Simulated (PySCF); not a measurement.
Isomers of C2H6N2. Isolated molecules, 0 K electronic values unless said otherwise. One relaxed conformer stands for each flexible species; it need not be the lowest. Strings in code marks are SMILES.

Calculation: PBE-D3(BJ)/def2-TZVP // B3LYP-D3(BJ)/def2-TZVP in PySCF. All candidates: neutral, multiplicity 1. 

```
Property          Value
-------------  --------
HOMO–LUMO gap   4.17 eV
LUMO           -1.54 eV
HOMO           -5.71 eV
```

Identify which member has these values.
A) `[H]/N=C\CN`
B) `C/N=C\N`
C) `C=NCN`
D) `[H]/N=C\NC` (C–N–C–N torsion 6°)

C, `C=NCN`. The others give `C/N=C\N`: 5.30 eV, -0.15 eV, -5.45 eV; `[H]/N=C\CN`: 4.15 eV, -1.37 eV, -5.52 eV; `[H]/N=C\NC` (C–N–C–N torsion 6°): 5.47 eV, -0.02 eV, -5.49 eV
